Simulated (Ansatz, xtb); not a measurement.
# Relative energy of two isomers of C5H11FO

Structure I is `CCOC(C)(C)F`, a singlet and structure II is `C[C@H](O)CCCF`, a singlet. Both are isolated molecules in the gas phase, relaxed with B3LYP-D3(BJ)/def2-SVP; each stands in its lowest conformer found.

I (Å):

```yaml
atoms:
  - { symbol: C, position_ang: [0.3435, 3.3686, 1.3102] }
  - { symbol: C, position_ang: [0.1372, 2.7542, -0.0603] }
  - { symbol: C, position_ang: [-0.8374, 0.7389, -0.9444] }
  - { symbol: C, position_ang: [-0.0102, 0.7619, -2.2247] }
  - { symbol: C, position_ang: [-1.1770, -0.6596, -0.4641] }
  - { symbol: F, position_ang: [-2.0487, 1.3871, -1.2425] }
  - { symbol: O, position_ang: [-0.2408, 1.3947, 0.1223] }
  - { symbol: H, position_ang: [-0.5905, 3.3353, 1.8913] }
  - { symbol: H, position_ang: [1.1145, 2.8160, 1.8693] }
  - { symbol: H, position_ang: [0.6643, 4.4180, 1.2183] }
  - { symbol: H, position_ang: [1.0688, 2.8177, -0.6541] }
  - { symbol: H, position_ang: [-0.6528, 3.2912, -0.6122] }
  - { symbol: H, position_ang: [-0.5139, 0.1766, -3.0067] }
  - { symbol: H, position_ang: [0.1087, 1.7896, -2.5951] }
  - { symbol: H, position_ang: [0.9849, 0.3308, -2.0409] }
  - { symbol: H, position_ang: [-1.7860, -0.5826, 0.4472] }
  - { symbol: H, position_ang: [-0.2578, -1.2151, -0.2298] }
  - { symbol: H, position_ang: [-1.7428, -1.2004, -1.2353] }
```

II (Å):

```tsv
atom	x (Å)	y (Å)	z (Å)
C	0.4075	3.0459	0.3885
C	-0.1016	2.6461	-0.9969
C	0.3440	1.2387	-1.4379
C	0.0308	0.0608	-0.5047
C	-1.4330	-0.2089	-0.2168
F	-1.9681	0.7595	0.6479
O	-1.5032	2.8193	-1.1063
H	-0.0490	2.4175	1.1693
H	1.5026	2.9458	0.4626
H	0.1379	4.0917	0.5988
H	0.3277	3.3454	-1.7354
H	-1.9127	2.3294	-0.3778
H	1.4353	1.2582	-1.6030
H	-0.1167	1.0506	-2.4229
H	0.4326	-0.8597	-0.9638
H	0.5572	0.1671	0.4594
H	-1.5634	-1.1795	0.2880
H	-2.0392	-0.1975	-1.1377
```

Quicker runs give these differences E(II) − E(I): GFN2-xTB +7.2 kcal/mol; HF/STO-3G +13.6 kcal/mol (at GFN2-xTB geometries); r2SCAN-D4/def2-SVP +7.8 kcal/mol (at GFN2-xTB geometries).

**Question.** Estimate E(II) − E(I) at the level CCSD(T)/def2-SVP + ΔMP2/def2-TZVPP.

**Answer.** Calculated at CCSD(T)/def2-SVP + ΔMP2/def2-TZVPP: E(II) − E(I) = +5.1 kcal/mol, so structure I lies lower.

The same difference at several levels:

```
                             level               geometry  E(II) − E(I) (kcal/mol)  departure from the last row (kcal/mol)  job, with rough time for the two
                          GFN2-xTB               GFN2-xTB                      +7.2                                    +2.1              optimisation, 0.18 s
                         HF/STO-3G               GFN2-xTB                     +13.6                                    +8.5              single point, 0.34 s
                r2SCAN-D4/def2-SVP               GFN2-xTB                      +7.8                                    +2.6               single point, 3.7 s
             B3LYP-D3(BJ)/def2-SVP  B3LYP-D3(BJ)/def2-SVP                      +5.3                                    +0.1                optimisation, 32 s
                       HF/def2-SVP  B3LYP-D3(BJ)/def2-SVP                      +8.5                                    +3.4           part of the CCSD(T) run
                      MP2/def2-SVP  B3LYP-D3(BJ)/def2-SVP                      +5.0                                    −0.2           part of the CCSD(T) run
                  CCSD(T)/def2-SVP  B3LYP-D3(BJ)/def2-SVP                      +5.8                                    +0.7                      single point
CCSD(T)/def2-SVP + ΔMP2/def2-TZVPP  B3LYP-D3(BJ)/def2-SVP                      +5.1                                                        single point, 95 s
```

As drawn, II has 1 C–C, 1 O–H in place of 1 C–O, 1 C–H.

None of the levels shown reverses the order. The largest departure from CCSD(T)/def2-SVP + ΔMP2/def2-TZVPP is that of HF/STO-3G, 8.5 kcal/mol. The last row adds to CCSD(T) the change of the MP2 difference between the two basis sets, here −0.7 kcal/mol.

With thermal terms from frequencies at re-optimised GFN2-xTB minima (ideal gas, soft modes damped towards free rotors, one conformer each, 298.15 K, 1 atm): on the last row, ΔE + ΔZPE = +6.7, ΔH = +6.2, ΔG = +7.2 kcal/mol.

The correlated steps freeze 7 core orbitals. Mirror images aren't counted in ΔG. Programs: Ansatz 0.2.0, xtb 6.7.1; the last row on 4 threads of Arm Neoverse V2 on a shared host.
